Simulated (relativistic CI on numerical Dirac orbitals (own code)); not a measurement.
## Hyperfine structure of Kr²⁺, mass number 83

Method of calculation: Dirac-Coulomb-Breit CI, KLI orbitals optimised for each configuration, a model potential for QED, valence Slater integrals scaled by 0.85, P86 correlation energy added to each configuration (own radial code, finite nucleus).

Configuration list (outside the closed core [Ar] 3d10): 4s2 4p4, 4s 4p5, 4s2 4p3 4d, 4p6, 4s2 4p3 4f, 4s2 4p3 5s, 4s 4p4 4d, 4s2 4p3 5p, 4s2 4p3 6s, 4s2 4p3 5d, 4s 4p4 4f, 4s2 4p3 6p, 4s2 4p3 6d, 4s2 4p3 5f, 4s2 4p2 4d2, 4s2 4p 4d3, 4s2 4p 4d2 4f, 4s2 4p 4d2 5s, 4s 4p2 4d3, 4s2 4p 4d2 5p. Double excitations out of closed p, d and f shells are left out; levels of such configurations are missing from the list, as are those of other unlisted configurations, and high levels can miss mixing partners. These lack a partner that the ground configuration has and come out too high: 4s2 4p3 6s, 4s2 4p3 5d, 4s 4p4 4f, 4s2 4p3 6p, 4s2 4p3 6d.

Nuclear spin I = 9/2, μ = -0.97073 μN, Q = 0.259 b (tables of Stone and Pyykkö). The electronic factors are computed for point nuclear moments, without core polarisation; leaving it out makes A of s and p electrons in near-neutral atoms 20 to 40 % too small, and it can dominate for d and f shells.

```tsv
Level	E (cm⁻¹)	A (MHz)	B (MHz)
4s2 4p4 3P_2	0.0	-238.1	458
4s2 4p4 3P_1	4438.4	26.81	-242
4s2 4p4 1D_2	14821.1	-474.7	-959
4s 4p5 3P°_2	124009.4	-1216	-443
4s 4p5 3P°_1	127410.2	-1155	232
4s2 4p3 4d 5D°_3	144916.8	-15.84	11.7
4s2 4p3 4d 5D°_2	144931.6	-14.16	-12
4s2 4p3 4d 5D°_1	144937.6	-11.4	-17.4
```

Levels with J = 0, under 50 % of one LS term, or S terms without an open s electron are left out. Small factors come from cancelling terms and can be off by tens of per cent or more.

For a near-neutral ion this model can misplace configurations by up to about 10,000 cm⁻¹ (more where the count of f electrons changes) and terms by 10 to 25 % of their spread. Rates follow the energies as ν³ (E1, M1) or ν⁵ (E2), so they and the lifetimes can be off by large factors. The fine structure of a lone outer electron comes out too small, for d and f at times inverted, and misplaced configurations move strength between like terms. 60 of the 69 excited levels that our extract of the measured tables holds in this range could be paired (the sources list more); they are missed by 7166 cm⁻¹ on average and 10861 at most, and levels without a partner can miss by more.

(1) Give the hyperfine levels of 4s2 4p4 3P_2 relative to its centre of gravity.

Results:

(1) With K = F(F + 1) − I(I + 1) − J(J + 1), E = AK/2 + B[¾K(K + 1) − I(I + 1)J(J + 1)]/[2I(2I − 1)J(2J − 1)]: F = 5/2: 2830, F = 7/2: 1796, F = 9/2: 580.8, F = 11/2: -729, F = 13/2: -2029 MHz.

LS names give the leading component of a level, which can be under half, so a name can repeat, a term be missing and a line seem to break the LS rules.
